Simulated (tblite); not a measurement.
Compound: C₅H₁₆N₂Si₂.
Structure used (GFN2-xTB), in Å, numbered top down from 1:
```
atom  x, y, z in Å
C1    -1.3767   -1.5476    1.0223
C2    -1.3927   -0.0514    0.7218
C3    -2.0890    0.2460   -0.6141
Si4   -1.6088    1.9954   -1.1703
N5    -0.0343    2.0052   -0.4586
Si6    0.3413    0.7649    0.6922
N7     1.6958   -0.1364    0.1300
C8     2.4675   -0.9684    1.0139
C9     1.8563   -0.4948   -1.2572
H10   -0.8114   -2.0841    0.2620
H11   -2.3880   -1.9546    1.0414
H12   -0.9123   -1.7402    1.9881
H13   -1.9766    0.4373    1.5094
H14   -1.7414   -0.4735   -1.3588
H15   -3.1669    0.1010   -0.5268
H16   -2.4729    3.0382   -0.5999
H17   -1.5050    2.1539   -2.6258
H18    0.6178    2.7474   -0.6364
H19    0.7459    1.2990    1.9978
H20    3.5255   -0.9263    0.7370
H21    2.1464   -2.0169    0.9729
H22    2.3578   -0.6146    2.0351
H23    1.5458   -1.5298   -1.4498
H24    1.2571    0.1730   -1.8702
H25    2.9080   -0.3984   -1.5467
```

Computed values, GFN2-xTB/tblite, gas phase, harmonic and unscaled. Against measured fundamentals such values can be off by several per cent, at times by over 20. Modes of hydrogen on silicon can be 10 to 20 % off. One conformer, not necessarily the lowest.

Harmonic wavenumbers (cm⁻¹): 41.8, 50.7, 85.8, 113.5, 158.0, 173.3, 209.6, 229.6, 260.0, 265.2, 282.9, 349.8, 364.7, 388.6, 396.7, 428.2, 489.2, 541.0, 571.2, 611.5, 641.9, 682.7, 754.6, 768.4, 792.9, 800.7, 838.1, 925.9, 956.3, 1002.3, 1037.4, 1056.8, 1075.4, 1092.4, 1104.1, 1126.4, 1135.4, 1141.9, 1213.7, 1246.4, 1284.7, 1309.8, 1316.1, 1411.5, 1413.6, 1423.8, 1478.8, 1488.0, 1495.3, 1500.5, 1509.4, 1511.7, 1515.7, 2188.0, 2217.3, 2219.5, 2881.4, 2884.1, 2919.1, 2932.1, 2940.0, 2955.4, 2976.2, 2994.6, 3011.4, 3020.1, 3036.9, 3039.3, 3514.0.

A = 1679, B = 897.3, C = 722.0 MHz; mass 160.085 u (most abundant isotopes); point group C1, symmetry number 1.

Question: Zero-point energy?

Answer: ½Σν̃ = 44897 cm⁻¹ = 537.08 kJ/mol.

Question: Entropy at 200 K, 1 bar (ideal gas, RRHO, classical rotation)?

Answer: Translation 163.86, rotation 120.83, vibration 111.17: S = 395.9 J/(mol K).

Question: And Cp and H(200 K) − H(0)?

Answer: Cp = 156.77 J/(mol K), of which vibrations give 123.52 (their classical limit is 69 R = 573.7); H(200 K) − H(0) = 18.91 kJ/mol without the zero-point energy, 12.26 from vibrations.

Question: How do the functions run with temperature in this model?

Answer: 
```
 T (K)  S (J/(mol K))  Cp (J/(mol K))  H − H(0) (kJ/mol)  G − H(0) (kJ/mol)  ln q(vib)
   150          355.1           127.5              11.80             -41.47       4.16
   250          433.9           185.3              27.46             -81.02       7.84
298.15          468.9           212.4              37.04            -102.76       9.61
   400          539.0           266.2              61.47            -154.12      13.33
   600          663.8           350.2             123.60            -274.67      20.42
   900          822.8           433.1             242.09            -498.42      30.35
```

q(vib) and H(0) count from the zero-point level.

Question: Blend soft modes into free rotors: weight 1/[1 + (100 cm⁻¹/ν̃)⁴] for the oscillator and the rest for a rotor with moment μB/(μ + B), μ = h/(8π²ν), B = 10⁻⁴⁴ kg m². What vibrational entropy results?

Answer: 102.82 J/(mol K) in place of 111.17, which changes −T·S at 200 K by +1.67 kJ/mol.

Question: What must be added to the electronic energy to get the Gibbs energy at 200 K and 1 bar?

Answer: ZPE + [H(200 K) − H(0)] − T·S = 537.08 + 18.91 − 79.17 = 476.82 kJ/mol.

Hindered rotation and anharmonicity are outside this model. Other conformers, if any are populated, would add a mixing term that is left out. The structure is chiral; the term R ln 2 for an equal mix with its mirror image is left out.
